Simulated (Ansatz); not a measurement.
Species: NbF2, net charge 0, quartet state. The spin state was set by rule; other spins were not relaxed. 
Coordinates optimised at B3LYP-D3(BJ)/def2-TZVP (Ansatz, a program for electronic structure):
```xyz
3

Nb    -0.0678     0.0000     0.0000
F      0.1544     0.0000    -1.8728
F      0.1544     0.0000     1.8728
```
Charge 0, spin multiplicity 4.

Property: atomisation energy (electronic, to ground-state atoms), in eV. Correlated levels leave the core frozen unless marked. Open shells are spin-unrestricted. No spin-orbit coupling. Frozen are the shells of the preceding noble gas and the d and f shells that filled before the atom's block. In def2 rows, elements after Kr have scalar-relativistic effective core potentials. STO-3G rows are all-electron and non-relativistic. The coupled-cluster limit lacks core correlation, which all-electron functionals hold. Basis-set limits of correlation are two-point, X^-3; Hartree-Fock from the larger set. [CCSD(T)-MP2]/basis is that difference in the basis named.

| level | program | atomisation energy (eV) | minus last row |
|---|---|---|---|
| BLYP/def2-TZVPD | Ansatz | 13.03 | 0.27 |
| PBE0-D3(BJ)/def2-TZVPD | Ansatz + dftd3 | 12.26 | -0.50 |
| B2PLYP-D4/def2-TZVPD | Ansatz + dftd4 | 12.74 | -0.02 |
| RI-MP2/def2-QZVPPD | Ansatz | 13.22 | 0.46 |
| CCSD/STO-3G | Ansatz | 10.90 | -1.86 |
| RI-MP2/CBS(def2-TZVPP,def2-QZVPP)+[CCSD(T)-MP2]/def2-QZVPP | Ansatz | 12.77 | 0.01 |
| CCSD(T)/CBS(def2-TZVPP,def2-QZVPP) | Ansatz | 12.76 | 0.00 |
